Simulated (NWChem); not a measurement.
System meant: BPH4O; SMILES B(P)O

The following NWChem deck was run.

```
start job
memory heap 200 mb stack 900 mb global 1100 mb
geometry units angstroms noautoz
  B     -0.593901    -0.694051    -0.298704
  H     -1.585622    -1.048968    -0.895110
  O      0.135527    -1.670385     0.277608
  H      0.915835    -1.361760     0.750754
  P     -0.094440     1.167294    -0.365306
  H      0.505613     1.286531     0.925738
  H     -1.367382     1.681742     0.011184
end
basis spherical
  * library def2-svp
end
dft
  xc xpbe96 cpbe96
  iterations 4
  mulliken
end
task dft energy
```

End of the output:

```
    Atom       Charge   Shell Charges
 -----------   ------   -------------------------------------------------------
    1 B    5     5.28   1.96  0.56  0.29  1.45  0.77  0.25
    2 H    1     1.04   0.64  0.36  0.03
    3 O    8     7.92   1.97  0.85  0.55  2.69  1.84  0.02
    4 H    1     0.90   0.56  0.17  0.18
    5 P   15    14.79   2.00  1.94  0.87  0.53  5.81  1.56  1.96  0.11
    6 H    1     1.05   0.63  0.37  0.05
    7 H    1     1.02   0.62  0.35  0.05

 center of mass
 --------------
 x =  -0.01248689 y =  -0.00738764 z =   0.05200786

 moments of inertia (a.u.)
 ------------------
         372.628296836766           0.000000000000          -0.000000000000
           0.000000000000          45.430505102401          -0.000000000000
          -0.000000000000          -0.000000000000         406.361893674883

     Multipole analysis of the density
     ---------------------------------

     L   x y z        total         alpha         beta         nuclear
     -   - - -        -----         -----         ----         -------
     0   0 0 0     -0.000000    -16.000000    -16.000000     32.000000

     1   1 0 0      0.623348      0.311674      0.311674      0.000000
     1   0 1 0     -0.007317     -0.003658     -0.003658      0.000000
     1   0 0 1     -0.280024     -0.140012     -0.140012      0.000000

     2   2 0 0    -17.963941    -24.429579    -24.429579     30.895216
     2   1 1 0      2.258634      0.448678      0.448678      1.361277
     2   1 0 1     -0.025603      0.211946      0.211946     -0.449495
     2   0 2 0    -22.042244   -107.365738   -107.365738    192.689232
     2   0 1 1      1.146342     -1.555971     -1.555971      4.258284
     2   0 0 2    -20.105888    -12.799375    -12.799375      5.492862

 ------------------------------------------------------------------------
 dft energy failed                                                                                  0
 ------------------------------------------------------------------------
 ------------------------------------------------------------------------
  current input line :
    20: task dft energy
 ------------------------------------------------------------------------
 ------------------------------------------------------------------------
 This type of error is most commonly associated with calculations not reaching convergence criteria
 ------------------------------------------------------------------------
 For more information see the NWChem manual at https://nwchemgit.github.io

0:dft energy failed:Received an Error in Communication
```

### Question
Find the fault in this run and fix the input.

### Answer
Convergence was not reached. Cause: the SCF was allowed too few iterations. This input runs:
```
start job
memory heap 200 mb stack 900 mb global 1100 mb
geometry units angstroms noautoz
  B     -0.593901    -0.694051    -0.298704
  H     -1.585622    -1.048968    -0.895110
  O      0.135527    -1.670385     0.277608
  H      0.915835    -1.361760     0.750754
  P     -0.094440     1.167294    -0.365306
  H      0.505613     1.286531     0.925738
  H     -1.367382     1.681742     0.011184
end
basis spherical
  B library def2-svp
  H library def2-svp
  O library def2-svp
  P library def2-svp
end
dft
  xc xpbe96 cpbe96
  iterations 150
  mulliken
end
task dft energy
```
It converges to -443.39597 Ha (PBE/def2-SVP).
